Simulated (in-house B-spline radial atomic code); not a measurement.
## How G0W0 and RPA depend on the start: the iodine ion I²⁴⁺

Configuration [Ar] 3d10 4s1, highest spin. Computed with an all-electron radial atomic-structure program (B-spline basis): all electrons, non-relativistic, point nucleus, each spin shell either full or empty, empty states to l = 9 with an (l + 1/2)⁻⁴ tail; G0W0 by contour deformation at full frequency.

Without relativity these are model numbers: it shifts the levels of so heavy an element strongly and can reorder them.

```tsv
start	mean-field 4s up (eV)	G0W0 (eV)	QP weight	RPA correlation (Eh)
Hartree-Fock	-776.37	?	?	?
PBE	-764.93	-779.51	0.986	-2.2504
TPSS	-764.34	-779.51	0.986	-2.2455
r2SCAN0	-767.99	?	?	?
HSE06	-767.98	-779.36	0.987	-2.2247
```

(1) What G0W0 level, weight and RPA correlation energy follow from the Hartree-Fock start?

(2) What G0W0 level, weight and RPA correlation energy follow from the r2SCAN0 start?

(3) How much of the dependence on the start does G0W0 remove?

## Answers

(1) G0W0 level -778.93 eV, weight 0.992, RPA correlation -2.1516 hartree.

(2) G0W0 level -779.27 eV, weight 0.988, RPA correlation -2.2109 hartree.

(3) The mean-field levels span 12 eV and the G0W0 levels 0.585 eV. Against 800.8 ± 0.4 eV (NIST, semi-empirical) the G0W0 removal energies are off by -21.87 to -21.29 eV, with relativity, Breit and QED terms left out.
